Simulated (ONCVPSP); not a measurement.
# Varying the ONCV potential for oxygen (O)

Base potential:

oxygen, optimised norm-conserving Vanderbilt (ONCV), made with ONCVPSP 4.0.1 (LDA (Perdew-Zunger), scalar-relativistic). Core [He], reference 2s2 2p3.5 (charge +0.5). Waves: 2s: rc 0.80 bohr, ncon 4, nbas 7, qcut 9.9 1/bohr, 1 projector; 2p: rc 1.55 bohr, ncon 4, nbas 9, qcut 10.3 1/bohr, 2 projectors, debl 1.4 Ha. Local part: polynomial inside 0.55 bohr (lpopt 5, dvloc0 0 Ha). Core correction: Teter function, fcfact 1.75, rcfact 1.25.

Cutoffs, loose and tight: the cutoffs (Ha) at which the residual kinetic energy of the hardest occupied pseudo-wave falls to 1 and 0.1 mHa per electron. They do not see the model core or the augmentation charge, which bear on the density cutoff. Test errors are all-electron minus pseudo excitation energies from the reference, over the configurations 2s2 2p4; 2s2 2p3; 2s2 2p2; 2s1 2p4. A dash means not determined; rows that change the core or the reference have their own tests.

A true bound ghost makes a file unfit for plane-wave use even where its test errors are small: the radial tests pick states by their node count and pass the ghost by.

| change | outcome | cutoff, loose | cutoff, tight | bound ghosts | GHOST(+) flags above zero | largest test error (meV) |
| --- | --- | --- | --- | --- | --- | --- |
| base | generated | 42 Ha | 76 Ha | none | none | +146 |
| local potential polynomial inside 0.55 bohr (lpopt 5, dvloc0 7 Ha) | generated | 42 Ha | 76 Ha | none | none | +145 |
| s: nproj 0; local potential the s channel | generated | 42 Ha | 76 Ha | none | none | +143 |

Task: What comes out with this change to the base: s: nproj 3?

Result: outcome: generated; cutoff, loose: 42 Ha; cutoff, tight: 76 Ha; bound ghosts: s; GHOST(+) flags above zero: s; largest test error (meV): +140.
